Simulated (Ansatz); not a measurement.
Geometry optimisation, Ansatz, RHF/6-31G*.

Input:

```yaml
crystal:
  periodic: [false, false, false]
  atoms:
    - { symbol: B, position_ang: [-0.025625, -0.497237, -0.172523] }
    - { symbol: Cl, position_ang: [-0.106503, -0.9085, 1.626764] }
    - { symbol: O, position_ang: [1.154297, -0.552501, -0.799765] }
    - { symbol: H, position_ang: [1.895599, -0.692547, -0.230723] }
    - { symbol: O, position_ang: [-1.168108, -0.34845, -0.852845] }
    - { symbol: H, position_ang: [-1.946418, -0.356329, -0.31694] }
    - { symbol: "N", position_ang: [0.102407, 2.079696, 0.781615] }
    - { symbol: H, position_ang: [0.969994, 2.571796, 0.890125] }
    - { symbol: H, position_ang: [-0.597545, 2.763366, 0.56025] }
    - { symbol: H, position_ang: [-0.131998, 1.669906, 1.692043] }
basis:
  gaussian: { orbitals: "6-31G*" }
hamiltonian:
  xc: hf
relax:
  f_tol: 0.03
  max_steps: 50
output:
  orbitals: {}
```

Launched with:

```bash
$ ansatz run input.yaml --threads 1 --pin off --max-ram 2048MiB --backend cpu --events-out ev --progress --plain --runs-dir out
```

Question: Where does it end, and by what steps?

Answer: It converged. The force dipped under the threshold on the way, but the program's further checks kept it going. After 15 steps the energy has fallen by 0.136 eV; H10 moved furthest, 0.74 Å.

```tsv
step	energy less start (eV)	largest force component (eV/Å)	accepted
0	0.0000	0.949	yes
1	-0.0756	0.607	yes
2	-0.0753	1.301	no
3	-0.0985	0.358	yes
4	-0.1118	0.195	yes
5	-0.1250	0.236	yes
6	-0.1264	0.187	yes
7	-0.1009	1.254	no
8	-0.1329	0.032	yes
9	-0.1348	0.041	yes
10	-0.1287	0.517	no
11	-0.1356	0.022	yes
12	-0.1352	0.187	no
13	-0.1359	0.054	yes
14	-0.1358	0.040	no
15	-0.1360	0.018	yes
```

```xyz
10
Properties=species:S:1:pos:R:3
B -0.040 -0.527 -0.136
Cl -0.123 -1.429 1.431
O 1.145 -0.346 -0.740
H 1.886 -0.625 -0.224
O -1.174 -0.204 -0.779
H -1.961 -0.395 -0.291
N 0.093 2.038 0.972
H 1.012 2.381 0.766
H -0.529 2.449 0.301
H -0.163 2.387 1.877
```

Whether the end is a true minimum wasn't checked by a vibrational analysis.

Time of the run: 38 s on 1 thread of Arm Neoverse V1, on a shared host, peak memory 0.15 GiB.
